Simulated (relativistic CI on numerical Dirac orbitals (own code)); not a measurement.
## Crystal-field levels of Hg3+, 5d9

Calculated by Dirac-Coulomb-Breit CI, KLI orbitals optimised for each configuration, QED by a radiative potential, one configuration in a parametric crystal field, unscaled Slater integrals (own radial code).

Field parameters in Wybourne normalisation: D4h B²₀ = −7Ds, B⁴₀ = 21(Dq − Dt), B⁴₄ = 21√(5/14) Dq. The field is a parameter set, without covalency.

S and J are read from ⟨S²⟩ = S(S + 1) and ⟨J²⟩ = J(J + 1) of each level; they are not fictitious spins.

D4h, 10Dq = 38950, Ds = -1500, Dt = 570 cm⁻¹, the lowest 5 levels:

```tsv
E (cm⁻¹)	Degeneracy	Irrep	S	J
0.0	2	Γ6	0.50	2.30
3194	2	Γ7	0.50	2.30
31736	2	Γ7	0.50	2.46
40518	2	Γ6	0.50	1.77
46214	2	Γ7	0.50	1.83
```

Principal g values of the ground doublet: 1.93, 2.82, 2.82.

D4h, 10Dq = 38950, Ds = -1090, Dt = 570 cm⁻¹, the lowest 5 levels:

| E (cm⁻¹) | Degeneracy | Irrep | S | J |
| --- | --- | --- | --- | --- |
| 0.0 | 2 | Γ6 | 0.50 | 2.30 |
| 1586 | 2 | Γ7 | 0.50 | 2.30 |
| 31158 | 2 | Γ7 | 0.50 | 2.47 |
| 40136 | 2 | Γ6 | 0.50 | 1.77 |
| 44754 | 2 | Γ7 | 0.50 | 1.82 |

Principal g values of the ground doublet: 1.93, 2.83, 2.83.

The free-ion ground term has S = 1/2. Every field shown keeps that spin.

Levels of this model without a field, named by their leading LS term: 2D_5/2 0, 2D_3/2 15015 cm⁻¹.
